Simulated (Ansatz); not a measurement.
Relaxation of FGeH₃O₂ (7 atoms, charge 0, multiplicity 1), to a largest force component of 0.03 eV/Å in at most 50 steps.

The calculation used RKS PBE0-D4/def2-SVP (Ansatz 0.2.0).

```xyz
7
Properties=species:S:1:pos:R:3
Ge 0.079 -0.039 0.225
H 0.483 -0.166 1.687
O 1.780 -0.074 -0.177
H 2.254 -0.613 0.465
O -0.698 1.398 -0.383
H -1.444 1.195 -0.960
F -0.828 -1.367 -0.423
```

Q: Where does it end, and by what steps?

A: The run converged. After 14 steps the energy has fallen by 0.524 eV; H4 moved furthest, 0.87 Å.

| step | energy less start (eV) | largest force component (eV/Å) | accepted |
| --- | --- | --- | --- |
| 0 | 0.0000 | 1.355 | yes |
| 1 | -0.3310 | 0.617 | yes |
| 2 | -0.4185 | 0.322 | yes |
| 3 | -0.4354 | 0.246 | yes |
| 4 | -0.4506 | 0.091 | yes |
| 5 | -0.4737 | 0.141 | yes |
| 6 | -0.4774 | 0.193 | yes |
| 7 | -0.4996 | 0.176 | yes |
| 8 | -0.4931 | 0.405 | no |
| 9 | -0.5062 | 0.393 | yes |
| 10 | -0.5161 | 0.154 | yes |
| 11 | -0.5200 | 0.305 | yes |
| 12 | -0.4354 | 1.914 | no |
| 13 | -0.5235 | 0.063 | yes |
| 14 | -0.5245 | 0.018 | yes |

```xyz
7
Properties=species:S:1:pos:R:3
Ge 0.058 -0.048 0.469
H -0.110 -0.029 1.980
O 1.704 0.130 -0.125
H 2.090 -0.715 -0.380
O -0.931 1.217 -0.223
H -0.734 1.378 -1.154
F -0.448 -1.598 -0.134
```

Whether the end is a true minimum wasn't checked by a vibrational analysis.

Time of the run: 17 s on 2 threads of Intel(R) Xeon(R) 6975P-C (Granite Rapids) (shared host), peak memory 0.19 GiB.
